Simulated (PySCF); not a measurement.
Mo(NH)2(F)(Me) (CH₅FMoN₂), SMILES [CH3][Mo](=[NH])(=[NH])[F], multiplicity 1.

Coordinates come from a PBE0-D3(BJ)/def2-SVP optimisation. The multiplicity is an assumed one; no other spin state was optimised. The structure was generated by enumeration; whether it is a known compound was not checked. The def2 effective core potentials stand for the cores of Mo; spin–orbit coupling is left out.

Method: PySCF with TDA-PBE/def2-SVPD.

Vertical excitations. Isolated molecule, no solvent. State labels are in the subgroup Cs.

```tsv
state	symmetry	energy (eV)	λ (nm)	f	main pairs
S1	A"	4.19	296	0.012	HOMO→LUMO 90 %
S2	A'	4.27	290	0.001	HOMO−1→LUMO 98 %
S3	A'	4.75	261	0.000	HOMO→LUMO+1 97 %
S4	A"	5.07	244	0.000	HOMO−3→LUMO 58 %, HOMO−1→LUMO+1 37 %
S5	A'	5.10	243	0.009	HOMO−2→LUMO 89 %
S6	A"	5.25	236	0.001	HOMO−1→LUMO+1 34 %, HOMO−3→LUMO 33 %, HOMO→LUMO+2 25 %, HOMO−4→LUMO+1 6 %
S7	A'	5.47	227	0.007	HOMO−4→LUMO 78 %
S8	A"	5.76	215	0.000	HOMO−2→LUMO+1 89 %
S9	A'	5.78	215	0.003	HOMO−1→LUMO+2 85 %
S10	A"	5.88	211	0.005	HOMO→LUMO+3 50 %, HOMO−4→LUMO+1 25 %, HOMO→LUMO+2 18 %
T1	A"	3.63	341	0	HOMO→LUMO 97 %
T2	A'	3.89	319	0	HOMO−1→LUMO 95 %
T3	A"	4.36	284	0	HOMO−1→LUMO+1 84 %
T4	A'	4.37	283	0	HOMO→LUMO+1 93 %
```
Triplets are in the Tamm–Dancoff approximation.
